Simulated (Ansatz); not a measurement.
Program: Ansatz. Geometries: PBE0-D4/def2-TZVP. ΔE: electronic, gas phase. CCSD(T)/CBS is the MP2 limit (def2-TZVPP, def2-QZVPP) plus CCSD(T) − MP2 in def2-TZVPP, frozen cores. Functionals use def2-TZVPP. For Mg, Se outer-core shells are correlated without core-valence functions, which leaves a few kJ/mol of doubt a bond. Scalar relativity is left out up to krypton. One conformer a species, not always the lowest.

`C[CH](C)[Mg][NH2]` + `S[SiH2][SeH]` → `CS[SiH2][SeH]` + `C[CH2][Mg][NH2]`  (substitution at a C–C bond)

```csv
level,ΔE (kJ/mol),difference from CCSD(T)/CBS
PBE-D4,-5.7,-3.5
r2SCAN-D4,-4.6,-2.4
ωB97M-V,-3.2,-1.0
B2PLYP,-2.8,-0.6
r2SCAN,-4.3,-2.1
HF/def2-TZVPP,-1.4,0.8
CCSD/def2-TZVPP,1.9,4.1
SCS-MP2/def2-QZVPP,-2.2,0.0
HF/CBS(def2),-1.6,0.6
MP2/CBS(def2),-3.8,-1.6
CCSD(T)/CBS,-2.2,0
```

Largest T1 diagnostic among the species: 0.010.
